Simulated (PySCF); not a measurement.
Atoms are numbered as in `[F:1][B:2]([F:3])[c:4]1[cH:5][cH:6][cH:7][cH:8][c:9]1[Cl:10]`. Each H is labelled by its parent atom.

One averaged value for each set of equivalent atoms, non-relativistic, gas phase, a single conformation. σ from GIAO-HF/pcSseg-1; structure optimised with PBE0-D3(BJ)/def2-SVP; PySCF 2.14.

References, each an isolated molecule treated in the same way: TMS for ¹³C, ¹H; ¹⁹F vs CFCl3; ¹¹B against BF3·OEt2; ³⁵Cl vs HCl.

| atoms | nucleus | count | δ (ppm) |
| --- | --- | --- | --- |
| H(C5) | ¹H | 1 | 8.35 |
| C4 | ¹³C | 1 | 126.5 |
| H(C6) | ¹H | 1 | 7.46 |
| C7 | ¹³C | 1 | ? |
| B2 | ¹¹B | 1 | 25.9 |
| C8 | ¹³C | 1 | 136.5 |
| H(C8) | ¹H | 1 | ? |
| C9 | ¹³C | 1 | 157.6 |
| C6 | ¹³C | 1 | 131.4 |
| F1/F3 | ¹⁹F | 2 | -56.4 |
| Cl10 | ³⁵Cl | 1 | ? |
| H(C7) | ¹H | 1 | ? |
| C5 | ¹³C | 1 | 150.5 |

Task: Estimate the values marked ?.

Result: 
- C7: 145.5 ppm, aromatic CH
- H(C7): 7.83 ppm, hydrogen on an aromatic CH; the ring current deshields protons in the ring plane
- H(C8): 7.65 ppm, hydrogen on an aromatic CH; aromatic region
- Cl10: 180 ppm, chlorine bonded to C

A carbon bonded to boron is broadened by the quadrupolar boron nucleus and is often missing from a measured spectrum. Carbons that carry Cl, above all several Cl atoms, come out too deshielded, partly because spin–orbit coupling is missing. Shifts are as computed. Against solution values, carbons near 30 ppm lie about -0 ppm off and those near 130 ppm about +7 ppm. Of 1313 compounds with measured shifts, 239 miss one by over three times the rms of a fit or turn the order of signals round; such compounds aren't used in these exercises. Unscaled 19F shifts against computed CFCl3 carry errors that often reach 10 to 50 ppm.
